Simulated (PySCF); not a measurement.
**Dipole moment and polarisability of `C[BH-](C)[NH3+]`**

Species: C2H10BN.
Geometry (PBE0-D3(BJ)/def2-SVP, Å), atoms numbered from 1 in this order:
```xyz
14
C2H10BN angstrom
C     -0.5882    1.3695    0.3204
B     -0.0069    0.1054   -0.5008
C      1.3015   -0.5870    0.1460
N     -1.1961   -1.0478   -0.4531
H      0.1424    2.1949    0.3038
H     -0.7736    1.1459    1.3890
H     -1.5254    1.7828   -0.0961
H      0.1095    0.3259   -1.7098
H      1.6409   -1.4934   -0.3886
H      1.1660   -0.8639    1.2096
H      2.1492    0.1172    0.1199
H     -1.3901   -1.3209    0.5125
H     -2.0635   -0.6979   -0.8608
H     -0.9166   -1.8845   -0.9658
```

Level: PBE0/def2-SVPD (PySCF), static field, nuclei fixed, core orbitals frozen in the response. The polarisability tensor in these axes (au):

```
x   57.35 -1.05  0.83
y   -1.05 57.25  1.21
z    0.83  1.21 53.72
```

Question: Give the principal values, the mean and the anisotropy Δα = √{½[(α1 − α2)² + (α2 − α3)² + (α1 − α3)²]}.

Answer: Principal values 53.05, 56.90 and 58.37 au; mean 56.11 au = 8.31 Å³ = 9.25 × 10⁻⁴⁰ C²·m²/J; Δα = 4.76 au (8 % of the mean).

Question: What is the dipole moment, and where does it point?

Answer: (-3.46, -3.35, 0.07) D, 4.81 D in size, pointing from the negative to the positive side. Measured along this direction, the outermost atoms are H5 and H11 at the negative end and H13, H14 and H12 at the positive end.

Question: Traceless (Buckingham) quadrupole moment about the centre of nuclear charge: eigenvalues?

Answer: -5.04, -4.20, 9.23 D·Å. The values depend on the origin, since the dipole doesn't vanish. The electronic extent ⟨r²⟩ about the same centre is 387 bohr², a root-mean-square distance of 1.78 Å for the 34 electrons.

Question: Give the principal axes and the span of the nuclei along them.

Answer: Largest value along (-0.69, 0.72, 0.06), where the nuclei span 4.57 Å; middle along (0.67, 0.61, 0.41), 3.74 Å; least along (-0.26, -0.33, 0.91), 2.94 Å. The response follows the extents in order.

Question: Refractivity n − 1 of an ideal gas of it at 500 K and 1 atm, from the electronic α?

Answer: N = p/kT = 1.4678 × 10¹⁹ cm⁻³, so n − 1 = 2π × N × 8.31 × 10⁻²⁴ cm³ = 767 × 10⁻⁶ at long wavelengths, for an ideal gas.

Question: Rayleigh depolarisation ratio (linearly polarised light, static tensor)?

Answer: ρ = 3Δα²/(45ᾱ² + 4Δα²) = 67.9/(141656 + 90.6) = 0.000479.

Isolated species at its PBE0-D3(BJ)/def2-SVP geometry, gas phase.
